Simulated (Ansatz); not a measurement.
Steps of a relaxation of `C=C1C[SiH]1F` with RKS PBE-D4/def2-SVP.

```sh
$ ansatz run in.yaml --threads 4 --pin off --events-out ev --progress --plain --max-ram 10444MiB
```

```yaml
crystal:
  periodic: [false, false, false]
  atoms:
    - {symbol: C, position_ang: [-1.634000, -0.488800, 0.133000]}
    - {symbol: C, position_ang: [-0.396400, -0.131600, 0.018300]}
    - {symbol: C, position_ang: [0.588500, -0.223600, 0.978700]}
    - {symbol: Si, position_ang: [0.696900, 0.509000, -1.210700]}
    - {symbol: F, position_ang: [1.082000, 2.007800, -0.946200]}
    - {symbol: H, position_ang: [-2.381600, -0.306400, -0.702000]}
    - {symbol: H, position_ang: [-2.054000, -0.832500, 1.058000]}
    - {symbol: H, position_ang: [1.037100, 0.714300, 1.415400]}
    - {symbol: H, position_ang: [1.369900, -0.987000, 0.910900]}
    - {symbol: H, position_ang: [1.774800, -0.312400, -1.652500]}
basis:
  gaussian: {orbitals: def2-SVP}
hamiltonian: {xc: pbe, dispersion: d4}
relax: {f_tol: 0.03, max_steps: 200}
```

Positions (Å) and forces (eV/Å) along the path, 11 of 11 steps:

```xyz
10
step=1 energy=-13766.9054 eV
C    -1.634   -0.489    0.133   -4.263    0.197   -2.067
C    -0.396   -0.132    0.018   -0.842   -0.359    0.536
C     0.589   -0.224    0.979    3.728    1.058    0.969
Si    0.697    0.509   -1.211   -0.750   -1.128   -1.058
F     1.082    2.008   -0.946    0.928    2.794    0.149
H    -2.382   -0.306   -0.702    0.636   -0.342    0.562
H    -2.054   -0.833    1.058   -0.249   -0.500    0.984
H     1.037    0.714    1.415   -0.513   -0.399   -0.024
H     1.370   -0.987    0.911    0.044   -0.693    0.243
H     1.775   -0.312   -1.653    1.282   -0.627   -0.296
10
step=2 energy=-13767.5450 eV
C    -1.716   -0.405    0.162   -1.090   -0.632   -1.195
C    -0.425   -0.074    0.040   -1.000   -0.637    1.471
C     0.674   -0.209    0.943    1.770    0.169   -0.534
Si    0.699    0.544   -1.235   -0.047   -0.792   -0.373
F     1.061    2.102   -1.092    0.466    1.319    0.023
H    -2.420   -0.377   -0.715    0.408    0.255    0.532
H    -2.105   -0.902    1.070    0.112    0.250    0.110
H     1.122    0.679    1.455   -0.305   -0.280   -0.113
H     1.322   -1.131    0.969   -0.630    0.448    0.108
H     1.872   -0.277   -1.593    0.317   -0.100   -0.029
10
step=3 energy=-13767.6839 eV
C    -1.733   -0.524    0.130   -0.352    0.848    0.121
C    -0.434   -0.130    0.036   -0.491   -0.623    1.317
C     0.770   -0.200    0.860    0.219   -0.778   -0.869
Si    0.709    0.558   -1.256    0.542   -0.435    0.256
F     1.034    2.167   -1.159    0.025    0.065    0.026
H    -2.484   -0.304   -0.685    0.673   -0.380    0.449
H    -2.167   -0.856    1.127    0.524    0.050   -0.871
H     1.127    0.670    1.456   -0.237   -0.206   -0.140
H     1.291   -1.211    1.048   -0.629    1.275   -0.242
H     1.970   -0.222   -1.553   -0.274    0.184   -0.047
10
step=4 energy=-13767.9867 eV
C    -1.751   -0.470    0.160   -0.005    0.218    0.164
C    -0.453   -0.122    0.103   -0.865   -0.653   -0.704
C     0.793   -0.168    0.819    0.870    0.672   -0.091
Si    0.764    0.508   -1.172    0.706    0.041    1.221
F     1.049    2.140   -1.191   -0.058   -0.290   -0.162
H    -2.440   -0.313   -0.692    0.144   -0.034    0.132
H    -2.176   -0.868    1.105    0.041   -0.001   -0.141
H     0.989    0.620    1.592   -0.056   -0.320   -0.330
H     1.345   -1.124    0.977   -0.311    0.186   -0.004
H     1.962   -0.255   -1.697   -0.466    0.182   -0.086
10
step=5 energy=-13768.1796 eV
C    -1.769   -0.440    0.170    0.540   -0.268    0.735
C    -0.464   -0.140    0.136   -1.537   -0.422   -2.213
C     0.847   -0.119    0.750    0.923    1.255    2.850
Si    0.847    0.465   -1.001    1.473    1.332   -0.739
F     1.045    2.126   -1.209   -0.171   -1.115   -0.056
H    -2.412   -0.316   -0.702   -0.208    0.125   -0.211
H    -2.192   -0.879    1.082   -0.348   -0.026    0.233
H     0.902    0.600    1.661    0.216   -0.852   -1.066
H     1.358   -1.065    0.960    0.068   -0.452    0.223
H     1.921   -0.283   -1.844   -0.955    0.426    0.243
10
step=6 energy=-13768.4414 eV
C    -1.743   -0.475    0.146    0.225   -0.025    0.715
C    -0.444   -0.156    0.115   -0.561    0.030   -2.119
C     0.846   -0.113    0.821    0.697    1.064    1.223
Si    0.923    0.494   -0.978    0.262    0.225    0.360
F     1.069    2.135   -1.224   -0.035   -0.706   -0.032
H    -2.391   -0.330   -0.726   -0.091    0.018   -0.111
H    -2.199   -0.861    1.074   -0.189   -0.090    0.060
H     0.884    0.597    1.715    0.138   -0.552   -0.729
H     1.348   -1.062    1.048    0.082   -0.394    0.184
H     1.790   -0.279   -1.989   -0.529    0.431    0.448
10
step=7 energy=-13768.6235 eV
C    -1.726   -0.476    0.143   -0.174   -0.083    0.294
C    -0.443   -0.137    0.012   -0.164    0.006   -0.395
C     0.846   -0.130    0.818    0.048    0.495    0.620
Si    0.957    0.512   -0.929    0.629   -0.011   -0.526
F     1.095    2.118   -1.251   -0.019   -0.079    0.148
H    -2.435   -0.370   -0.689   -0.101    0.065   -0.119
H    -2.129   -0.858    1.096   -0.056   -0.117    0.089
H     0.897    0.607    1.660   -0.063   -0.274   -0.204
H     1.252   -1.114    1.119    0.125   -0.053   -0.008
H     1.769   -0.204   -1.976   -0.224    0.052    0.101
10
step=8 energy=-13768.6569 eV
C    -1.732   -0.477    0.147    0.087   -0.141    0.063
C    -0.446   -0.134   -0.023   -0.075    0.115   -0.009
C     0.836   -0.109    0.828   -0.005   -0.082   -0.079
Si    0.998    0.512   -0.933   -0.019   -0.130    0.027
F     1.162    2.113   -1.235    0.019    0.108    0.034
H    -2.471   -0.342   -0.661    0.018   -0.015    0.003
H    -2.100   -0.934    1.089    0.039    0.127   -0.059
H     0.849    0.623    1.662   -0.047   -0.010   -0.016
H     1.261   -1.085    1.144    0.026    0.049   -0.030
H     1.726   -0.220   -2.015   -0.042   -0.021    0.064
10
step=9 energy=-13768.6584 eV
C    -1.727   -0.496    0.141   -0.047    0.118    0.158
C    -0.448   -0.137   -0.039    0.005   -0.096    0.019
C     0.832   -0.111    0.819   -0.037   -0.003   -0.016
Si    1.002    0.516   -0.933   -0.026   -0.067    0.012
F     1.180    2.121   -1.208   -0.012    0.049   -0.014
H    -2.473   -0.377   -0.665    0.024   -0.020    0.030
H    -2.098   -0.875    1.118    0.090   -0.026   -0.190
H     0.819    0.610    1.660    0.032    0.025    0.020
H     1.280   -1.080    1.124   -0.056    0.027   -0.027
H     1.716   -0.223   -2.014    0.028   -0.007    0.008
10
step=10 energy=-13768.6620 eV
C    -1.729   -0.483    0.145   -0.052   -0.055    0.057
C    -0.449   -0.131   -0.034    0.031    0.014   -0.004
C     0.831   -0.109    0.820   -0.008   -0.003   -0.006
Si    0.998    0.516   -0.934    0.006   -0.033    0.009
F     1.175    2.120   -1.215   -0.001    0.020   -0.002
H    -2.472   -0.370   -0.662    0.003    0.011    0.018
H    -2.091   -0.900    1.106    0.031    0.029   -0.068
H     0.831    0.615    1.659    0.002    0.003    0.006
H     1.267   -1.082    1.125   -0.013    0.015   -0.013
H     1.721   -0.227   -2.007    0.002   -0.001    0.004
10
step=11 energy=-13768.6622 eV
C    -1.728   -0.485    0.145   -0.017   -0.009    0.024
C    -0.449   -0.132   -0.036   -0.006    0.017   -0.001
C     0.830   -0.108    0.819    0.000   -0.015    0.001
Si    0.999    0.515   -0.934    0.004   -0.008    0.000
F     1.174    2.121   -1.217    0.001    0.006    0.000
H    -2.475   -0.364   -0.657    0.005   -0.008    0.003
H    -2.088   -0.904    1.105    0.013    0.012   -0.024
H     0.830    0.616    1.658   -0.005   -0.002    0.003
H     1.265   -1.082    1.125    0.002    0.009   -0.005
H     1.725   -0.228   -2.004    0.001   -0.002   -0.001
```

Hardware: 4 threads of an Arm Neoverse V2 on a shared host. Wall time 9 s, peak host memory 0.14 GiB.
